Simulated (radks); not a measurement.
Ionisation ladder of cobalt, from Co to Co8+. Each ion is in the ground configuration listed by NIST, and IE = E(next ion) - E(this ion). Method: non-relativistic Kohn-Sham, PBE, spin-polarised, spherical densities, point nucleus; open shells are filled with parallel spins first; computed with a radial shooting solver on a logarithmic mesh with Libxc functionals.

species  configuration  IE, Delta-SCF (eV)  -e(HOMO) (eV)     HOMO
Co        [Ar] 3d7 4s2                   ?          5.085  4s down
Co+           [Ar] 3d8                   ?         11.319  3d down
Co2+          [Ar] 3d7              33.846         25.466  3d down
Co3+          [Ar] 3d6              52.303         42.674  3d down
Co4+          [Ar] 3d5              80.030         68.656    3d up
Co5+          [Ar] 3d4              104.10         91.743    3d up
Co6+          [Ar] 3d3                   ?         116.76    3d up
Co7+          [Ar] 3d2              157.60         143.54    3d up
Co8+          [Ar] 3d1                   ?         171.93    3d up

Estimate the withheld Delta-SCF values.

Answer. Co: 7.221 eV (NIST 7.881); Co+: 18.101 eV (NIST 17.084); Co6+: 130.01 eV (NIST 128.9); Co8+: 186.75 eV (NIST 186.1).
